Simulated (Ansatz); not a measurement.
Sb (SMILES [Sb+]), charge +1, triplet (core potentials on Sb); Ansatz (an electronic-structure program) with CAM-B3LYP/def2-TZVP.

Here is a job for Ansatz.
Ansatz 0.2 input:
```yaml
crystal:
  periodic: [false, false, false]
  atoms:
    - {symbol: Sb, position_ang: [0.00000000, 0.00000000, 0.00000000]}
basis:
  gaussian:
    orbitals: def2-TZVP
    fitting: {mean_field: def2-universal-JKFIT}
hamiltonian:
  xc: cam_b3lyp
total_charge: 1
magnetization: {spin_polarized: true, initial_magnetization: 2}
```

Problem. Predict the main parts of the log of this Ansatz run.

Solution. 
```
Functional definition: CAM-B3LYP
218 factors; integrals over basis functions are off by at most 6.9e-1 eV
218 factors; integrals over basis functions are off by at most 2.7e-5 eV
mean field evaluation 1: about -6527.1449 eV, gradient 6.4e0 eV
mean field evaluation 2: about -6527.2451 eV, gradient 4.0e0 eV
mean field evaluation 4: about -6527.2775 eV, gradient 3.7e-2 eV
mean field evaluation 8: about -6527.2776 eV, gradient 2.0e-4 eV
mean field -6527.27760865 eV, -239.8730277703 hartree, gradient 9.3e-6 eV, S^2 2.002432; 0 other end points of the search recorded, 0 dependent functions left out
reference -6527.27768542 eV, -239.8730305916 hartree; 12, 10 occupied and 38, 40 virtual orbitals, 218 factors
Total energy: -6527.27768542 eV, -239.8730305916 hartree
```
